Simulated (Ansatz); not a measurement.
`CN(C)c1ccc(-c2ccc(-c3ccc(C#N)nc3)nc2)nc1`. Charge 0, multiplicity 3. Geometry r2SCAN-D4/def2-SVP, that of the neutral singlet; atoms count from 1.

```xyz
38

C    -1.816   -5.082    3.482
N    -0.589   -4.654    2.847
C     0.603   -5.470    2.936
C    -0.556   -3.465    2.166
C    -1.688   -2.622    2.054
C    -1.590   -1.429    1.351
C    -0.371   -1.058    0.751
C    -0.199    0.192   -0.011
C    -1.189    1.184   -0.121
C    -0.944    2.332   -0.867
C     0.300    2.486   -1.507
C     0.642    3.671   -2.323
C     1.937    3.810   -2.853
C     2.250    4.927   -3.617
C     1.246    5.888   -3.835
C     1.534    7.061   -4.619
N     1.795    7.999   -5.258
N     0.001    5.773   -3.345
C    -0.281    4.698   -2.618
N     1.256    1.544   -1.397
C     1.017    0.453   -0.684
N     0.704   -1.862    0.854
C     0.625   -3.000    1.520
H    -1.653   -6.053    3.967
H    -2.638   -5.202    2.752
H    -2.154   -4.367    4.255
H     1.434   -4.934    3.430
H     0.382   -6.368    3.527
H     0.957   -5.796    1.941
H    -2.640   -2.896    2.511
H    -2.474   -0.794    1.267
H    -2.154    1.076    0.381
H    -1.716    3.101   -0.937
H     2.669    3.026   -2.648
H     3.247    5.067   -4.043
H    -1.311    4.646   -2.248
H     1.819   -0.290   -0.617
H     1.545   -3.595    1.557
```

Single mean-field runs in def2-TZVP are fitted with def2-universal-jkfit. At PBE0-D4/def2-TZVP a singlet of charge 0 lies 2.59 eV below the triplet at the same geometry.

**Question.** Estimate the Mulliken populations of the heavy atoms from the PBE0/def2-TZVP orbitals of Ansatz.

**Answer.** 
```csv
atom,charge (e),spin (α − β)
C1,-0.35,-0.02
N2,0.02,0.20
C3,-0.35,-0.02
C4,0.19,0.19
C5,-0.23,-0.04
C6,-0.22,0.13
C7,0.24,0.10
C8,0.12,0.29
C9,-0.20,0.12
C10,-0.21,0.02
C11,0.29,0.35
C12,0.04,-0.03
C13,-0.19,0.17
C14,-0.16,-0.09
C15,0.31,0.23
C16,-0.30,-0.06
N17,-0.02,0.11
N18,-0.21,-0.07
C19,-0.10,0.14
N20,-0.22,0.00
C21,-0.14,0.13
N22,-0.21,0.11
C23,-0.16,0.02
```
Mulliken values depend strongly on the basis.

**Question.** Where does the spin sit?

**Answer.** Summed by element: C 1.62, N 0.35, H 0.02, of 2 unpaired in all. Largest on single atoms: C11 0.35, C8 0.29, C15 0.23.

**Question.** And the Mayer bond orders between heavy atoms (over 0.3)?

**Answer.** C1–N2 0.96 (1.45 Å); N2–C3 0.95 (1.45 Å); N2–C4 1.27 (1.37 Å); C4–C5 1.20 (1.42 Å); C4–C23 1.18 (1.42 Å); C5–C6 1.61 (1.39 Å); C6–C7 1.26 (1.41 Å); C7–C8 1.20 (1.47 Å); C7–N22 1.21 (1.35 Å); C8–C9 1.12 (1.41 Å); C8–C21 1.14 (1.41 Å); C9–C10 1.65 (1.39 Å); C10–C11 1.17 (1.41 Å); C11–C12 1.12 (1.48 Å); C11–N20 1.19 (1.35 Å); C12–C13 1.28 (1.41 Å); C12–C19 1.24 (1.41 Å); C13–C14 1.50 (1.39 Å); C14–C15 1.30 (1.41 Å); C15–C16 0.99 (1.44 Å); C15–N18 1.28 (1.34 Å); C16–N17 3.06 (1.16 Å); N18–C19 1.64 (1.33 Å); N20–C21 1.73 (1.33 Å); N22–C23 1.70 (1.32 Å).
